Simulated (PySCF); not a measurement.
# One molecule, several mistakes: B2CH8Si

These are calculations, not measurements. They come from PySCF 2.14.0, an open-source quantum chemistry program, on an isolated molecule that a program drew, which may never have been made. The molecule is B2CH8Si (charge 0, singlet), drawn as the SMILES string `BBC[SiH3]`.

Each row is a Hartree-Fock (HF) and frozen-core CCSD(T) single point in the cc-pV(D+d)Z basis, meant for a local HF minimum. Run 1 is clean. Each other run has one planted mistake out of seven kinds, and not every kind appears here: one electron removed, one electron added, multiplicity raised by two, geometry at a saddle point, minimal basis STO-3G, one bond length entered in bohr, all coordinates scaled. The reference is restricted for singlets and unrestricted otherwise, and also for a bond in bohr. Adding or removing an electron swaps singlet and doublet. Electrons count all cores. HOMO and LUMO are orbital energies over both spins, the gradient is its largest component, and the lowest frequency (negative if imaginary) is given only where the gradient is small. Bond lengths are over the 11 bonds as drawn. T1 is the CCSD diagnostic: over 0.02 (restricted) or 0.045 (unrestricted) a single reference is doubtful.

Geometry of the clean run:
```xyz
12
B2CH8Si, angstrom
B     0.0944   -1.1166    0.9663
B     0.2064   -1.7506   -0.5961
C    -0.7782   -1.4348   -1.7811
Si   -2.1040   -2.7751   -1.9796
H     0.6937   -0.1209    1.2836
H    -0.5636   -1.6415    1.8275
H     1.0971   -2.5405   -0.8126
H    -0.2536   -1.4185   -2.7434
H    -1.3200   -0.4898   -1.6669
H    -2.9404   -2.8775   -0.7596
H    -1.4844   -4.0963   -2.2370
H    -2.9820   -2.4314   -3.1225
```

| run | electrons | basis functions | <S^2> | HOMO (eV) | LUMO (eV) | gradient (hartree/bohr) | lowest frequency (cm^-1) | mean bond (Å) | longest bond (Å) | T1 | HF (hartree) | CCSD(T) (hartree) | mistake |
|---|---|---|---|---|---|---|---|---|---|---|---|---|---|
| 1 | 38 | 105 | 0.000 | -11.15 | 2.11 | 2.0e-05 | 65 | 1.4013 | 1.896 | 0.0115 | -380.79450 | -381.28645 | no fault |
| 2 | 37 | 105 | 0.760 | -16.91 | -8.25 | 1.1e-01 | - | 1.4013 | 1.896 | 0.0253 | -380.43730 | -380.91032 | one electron removed |
| 3 | 38 | 105 | 0.000 | -11.09 | 2.02 | 1.6e-02 | - | 1.4364 | 1.943 | 0.0116 | -380.78884 | -381.28348 | all coordinates scaled |
| 4 | 38 | 105 | 0.805 | -9.06 | 1.81 | 1.1e-02 | - | 1.5212 | 2.800 | 0.0478 | -380.68055 | -381.16363 | one bond length entered in bohr |
| 5 | 38 | 32 | 0.000 | -9.61 | 6.91 | 2.8e-02 | - | 1.4013 | 1.896 | 0.0070 | -376.38307 | -376.60407 | ? |
| 6 | 39 | 105 | 0.760 | 0.24 | 7.51 | 2.5e-02 | - | 1.4013 | 1.896 | 0.0163 | -380.74901 | -381.26325 | ? |

**Which mistake was planted in run 5, and what did it cost?**

It has 32 basis functions where the clean run has 105, with the same electrons and geometry. So the mistake is: minimal basis STO-3G. Subtracting run 1 and multiplying by 627.51 kcal/mol a hartree, the energy moved by 2768.2 kcal/mol in HF and 2938.2 kcal/mol in CCSD(T).

**Which mistake was planted in run 6, and what did it cost?**

It counts 39 electrons, one more than the clean run, at the same geometry and basis. So the mistake is: one electron added. Subtracting run 1 and multiplying by 627.51 kcal/mol a hartree, the energy moved by 28.5 kcal/mol in HF and 14.6 kcal/mol in CCSD(T).

Cautions from the logs. Run 4: T1 is over the limit, so its CCSD(T) energy is less reliable; run 6: the HOMO is above zero, so the electron isn't bound and the energy depends on the basis.
